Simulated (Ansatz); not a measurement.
Coupled-cluster diagnostics for Ge(OEt)H3 (C2H8GeO), Ansatz.

Geometry of the singlet (r2SCAN-D4/def2-SVP):

Cartesian coordinates in Å:
```
Ge -1.075 -0.546 1.767
O 0.282 -0.123 0.686
C 0.008 0.145 -0.677
C 1.307 0.496 -1.372
H -0.457 -0.737 -1.167
H -0.714 0.983 -0.779
H 1.137 0.711 -2.438
H 1.762 1.382 -0.902
H 2.020 -0.338 -1.289
H -0.424 -0.766 3.134
H -1.761 -1.824 1.245
H -2.085 0.617 1.792
```

Correlated methods freeze 12 core orbitals; core or outer-core shells of Ge are correlated, in sets that lack core-valence functions.

**Question.** Estimate the CCSD(T) correlation energy, the shares of MP2 and (T), T1 and the reference's ⟨S²⟩ for: charge 0, singlet, own geometry in def2-TZVP; and the rough time on 4 threads of Intel Xeon on a shared host.

**Answer.** 
| state | basis | correlation (eV) | MP2 share (%) | (T) share (%) | T1 | ⟨S²⟩ (pure) | wall time |
| --- | --- | --- | --- | --- | --- | --- | --- |
| charge 0, singlet, own geometry | def2-TZVP | -24.585 | 92.1 | 3.5 | 0.012 | 0.00 (0.00) | 98 s |
Customary marks for T1 are 0.02 (closed shells), 0.045 (open shells) and about 0.05 (3d metals). T1 stays under 0.02 throughout.
